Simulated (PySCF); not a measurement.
Cyclo-(F2SiS)4.
Geometry (PBE0-D3(BJ)/def2-SVP, Å), atoms numbered from 1 in this order:
```xyz
16
F8S4Si4 angstrom
Si     2.164    0.869    0.399
F      1.483    1.931   -0.594
F      3.719    1.225    0.521
S      1.963   -1.075   -0.421
Si     0.689   -0.696   -2.075
F      1.412    0.193   -3.191
F      0.428   -2.157   -2.676
S     -1.131    0.323   -1.694
Si    -2.087   -0.943   -0.290
F     -3.525   -0.281   -0.057
F     -2.302   -2.418   -0.879
S     -1.088   -1.306    1.548
Si    -0.635    0.659    2.191
F     -1.366    1.715    1.229
F     -1.196    0.866    3.675
S      1.439    1.061    2.381
```

Method used: delta-SCF UKS SCAN, pcX-2 on the ionised atom, pcseg-1 elsewhere, spin-free X2C in PySCF. The ground state was rerun for each ionised atom, in the same mixed basis as its hole state.

```json
{"ionised atom": "F2", "basis functions": "287", "E(ground) (Eh)": "-3556.86849", "E(ionised) (Eh)": "-3531.37752"}
{"ionised atom": "Si1", "basis functions": "298", "E(ground) (Eh)": "-3556.89585", "E(ionised) (Eh)": "-3488.88455"}
{"ionised atom": "S4", "basis functions": "298", "E(ground) (Eh)": "-3556.95295", "E(ionised) (Eh)": "-3465.88413"}
```

Question: Turn these total energies into binding energies.

Answer: E(ionised) − E(ground), at 27.2114 eV a hartree:

| atom | environment | difference (Eh) | binding energy (eV) |
| --- | --- | --- | --- |
| F2 | fluorine bonded to Si | 25.49097 | 693.64 |
| Si1 | silicon bonded to 2 F and 2 S | 68.01130 | 1850.68 |
| S4 | sulfur bonded to 2 Si | 91.06882 | 2478.11 |

Question: How much do the ground-state energies differ, and what would follow from using one of them for all holes?

Answer: They run from -3556.9529 Eh (core basis on S4) to -3556.8685 Eh (on F2), 0.0844 Eh or 2.30 eV apart, though the state is the same; only basis and grid differ. Pairing the ion of F2 with the ground state of S4 would put its binding energy 2.30 eV too high.

Only 1s holes are shown. Topologically equivalent atoms share the value of their first member; where this conformer doesn't relate them by symmetry, their own values could differ. Isolated species at its PBE0-D3(BJ)/def2-SVP geometry (one conformer only).
